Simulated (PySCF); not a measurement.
SMILES F[Si](F)(F)CC[Si](Cl)(Cl)Cl (C2H4Cl3F3Si2), PBE0/def2-SVP optimised geometry.

```
14

Si    -2.21    -0.29     0.00
F     -2.79    -1.01    -1.31
F     -2.80     1.21     0.00
F     -2.81    -1.04     1.28
C     -0.37    -0.29     0.00
C      0.22     0.42    -1.22
Si     2.09     0.45    -1.25
Cl     2.76     1.42    -2.92
Cl     2.81    -1.47    -1.25
Cl     2.80     1.41     0.42
H     -0.03     0.19     0.94
H     -0.03    -1.34     0.05
H     -0.11     1.47    -1.28
H     -0.11    -0.05    -2.16
```

Density from PBE0/def2-TZVP (PySCF) at that geometry.

Minimum of the electron density along straight lines between bonded atoms, close to the bond critical point (lines longer than 1.1 times the sum of covalent radii, or with two minima, are not listed):

```
bond      length / Å  ρ at the minimum / e bohr⁻³  ∇²ρ there / e bohr⁻⁵  position (fraction from the first atom)
--------  ----------  ---------------------------  --------------------  ---------------------------------------
Si1–F2         1.604                        0.139                  0.97                                     0.42
Si1–F3         1.605                        0.139                  0.97                                     0.42
Si1–F4         1.602                        0.140                  0.98                                     0.42
Si1–C5         1.842                        0.136            (withheld)                                     0.39
C5–C6          1.534                        0.234            (withheld)                                     0.50
C6–Si7         1.863                        0.130                  0.14                                     0.61
Si7–Cl8        2.049                        0.103                  0.23                                     0.36
Si7–Cl9        2.054                        0.102                  0.22                                     0.36
Si7–Cl10       2.054                        0.102                  0.22                                     0.36
C5–H11         1.104                        0.268                 -0.88                                     0.64
C5–H12         1.104                        0.268                 -0.88                                     0.64
C6–H13         1.104                        0.269                 -0.89                                     0.64
C6–H14         1.104                        0.269                 -0.89                                     0.64
```

Q: Some entries are withheld; supply them.

A: 
- Si1–C5, ∇²ρ there / e bohr⁻⁵: 0.17
- C5–C6, ∇²ρ there / e bohr⁻⁵: -0.54
